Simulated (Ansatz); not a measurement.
```xyz
12

B     0.994   -1.744   -0.859
O     1.135   -0.454   -0.526
C     0.036    0.436   -0.470
C    -0.258    0.795    0.974
O    -1.273    1.765    1.069
H    -0.091   -2.176   -1.152
H     1.981   -2.419   -0.848
H     0.299    1.340   -1.025
H    -0.845   -0.020   -0.939
H     0.635    1.228    1.429
H    -0.506   -0.116    1.537
H    -2.108    1.366    0.810
```

The species carries charge 0 and has multiplicity 1.

(1) List the ωB97M-V/def2-TZVPP orbital energies in eV (Ansatz). (Best estimate.)

## Answers

(1) The calculation gave: Occupied: -526.99, -526.38, -283.09, -282.93, -188.26, -32.24, -31.71, -23.86, -20.73, -18.11, -17.47, -16.20, -15.17, -15.03, -14.19, -13.21, -12.25, -11.85, -11.13, -10.63. Lowest empty: 1.33, 2.20, 2.85, 3.37, 3.58, 4.07, 4.24, 4.92.
